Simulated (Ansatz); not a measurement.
Ge₁₂Mo, relaxed as a singlet with RKS PBE-D4/def2-SVP in Ansatz, starting from the GFN1-xTB geometry. Force threshold 0.03 eV/Å.

In the def2 sets Mo takes a core potential; there is no spin–orbit coupling. Single mean-field runs in def2-SVP are fitted with def2-universal-jkfit. The restricted singlet is unstable towards broken spin symmetry in Hartree–Fock (as tested in another run); at PBE-D4/def2-SVP this wasn't settled. Another isomer (singlet) lies 1.20 eV lower at PBE0-D4/def2-TZVP; other spin states weren't run for this one.

Start:

```xyz
13

Mo    0.098   -0.223   -0.529
Ge   -0.971    1.552    1.740
Ge    1.511   -0.597    1.720
Ge    2.526   -2.141    0.158
Ge   -0.613   -2.158   -2.129
Ge   -0.952   -0.923    1.787
Ge    2.644    0.244   -0.555
Ge   -2.113   -1.771   -0.239
Ge   -2.478    2.980    0.366
Ge   -2.377    0.663   -0.296
Ge    1.706   -1.677   -2.123
Ge    1.433    1.821    0.951
Ge   -0.413    2.229   -0.851
```

| step | energy (eV) | largest force component (eV/Å) | SCF passes |
| --- | --- | --- | --- |
| 1 | -679900.2377 | 1.399 | 30 |
| 2 | -679900.9409 | 0.339 | 32 |
| 3 | -679901.0007 | 0.346 | 29 |
| 4 | -679901.0413 | 0.229 | 32 |
| 5 | -679901.0629 | 0.190 | 28 |
| 6 | -679901.0780 | 0.086 | 28 |
| 7 | -679901.0862 | 0.065 | 27 |
| 8 | -679901.0952 | 0.055 | 27 |
| 9 | -679901.1307 | 0.146 | 32 |
| 10 | -679901.1542 | 0.257 | 31 |
| 11 (rejected) | -679901.1457 | 0.435 | 31 |
| 12 | -679901.1978 | 0.124 | 27 |
| 13 | -679901.2054 | 0.177 | 32 |
| 14 | -679901.2182 | 0.167 | 27 |
| 15 | -679901.2253 | 0.081 | 28 |
| 16 | -679901.2280 | 0.028 | 26 |

Force components are those of the run's own axes.

End:

Cartesian coordinates in Å:
```
Mo 0.105 -0.244 -0.299
Ge -0.791 1.716 1.699
Ge 1.647 -1.205 1.935
Ge 1.834 -2.471 -0.167
Ge -0.326 -1.974 -2.020
Ge -0.915 -0.893 2.010
Ge 2.672 0.199 -0.210
Ge -2.127 -1.955 -0.137
Ge -2.502 3.124 0.306
Ge -2.532 0.587 -0.123
Ge 2.189 -1.286 -2.338
Ge 1.377 2.342 0.472
Ge -0.631 2.059 -1.128
```

Bonds lost: Ge3–Ge12 (atoms count from 1).

No frequencies were taken in this run, so the end may be a saddle point.

It took 60 s on 2 threads of AMD EPYC 7R13 on a shared host and a share (18 GiB) of an NVIDIA H100 80GB HBM3, peak host memory 1 GiB.
